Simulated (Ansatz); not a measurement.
A geometry optimisation of FH3Se3Si with PBE0-D4/def2-SVP

The starting geometry of this gas-phase singlet was optimised with GFN2-xTB; its bonds are those of `F[Si]([SeH])([SeH])[SeH]`.

```xyz
8

F     1.2712   -1.7217   -0.3556
Se    1.6555    0.5441    1.6982
Se    0.4114    0.6842   -2.0230
Se   -1.6641   -1.0369    0.7337
Si    0.4307   -0.4034    0.0081
H     0.6191    1.4782    2.0607
H    -0.4895    1.7204   -1.5868
H    -2.1420   -1.3221   -0.5912
```

**Question.** Where would you expect an optimisation with PBE0-D4/def2-SVP to take it?

**Answer.** It keeps its bonds, and is `F[Si]([SeH])([SeH])[SeH]`.

The energy falls by 0.11 eV over 16 steps:

```tsv
step	E − E(last) (eV)
1	0.105
3	0.006
4	0.004
6	0.003
8	0.001
9	0.001
11	0.000
13	0.000
14	0.000
16	0.000
```

Final geometry (Å):

```yaml
atoms:
  - { symbol: F, position_ang: [1.3582, -1.7612, -0.3703] }
  - { symbol: Se, position_ang: [1.5758, 0.4422, 1.7686] }
  - { symbol: Se, position_ang: [0.4281, 0.7148, -1.9472] }
  - { symbol: Se, position_ang: [-1.6105, -0.9689, 0.7239] }
  - { symbol: Si, position_ang: [0.4695, -0.4546, 0.0011] }
  - { symbol: H, position_ang: [0.6284, 1.5658, 1.8494] }
  - { symbol: H, position_ang: [-0.6335, 1.5998, -1.4427] }
  - { symbol: H, position_ang: [-2.1235, -1.1952, -0.6385] }
```

No frequencies were run, so the end isn't proven a minimum. Run with Ansatz 0.2.0, 85 s on 2 threads of Arm Neoverse V2, with other jobs on the host.
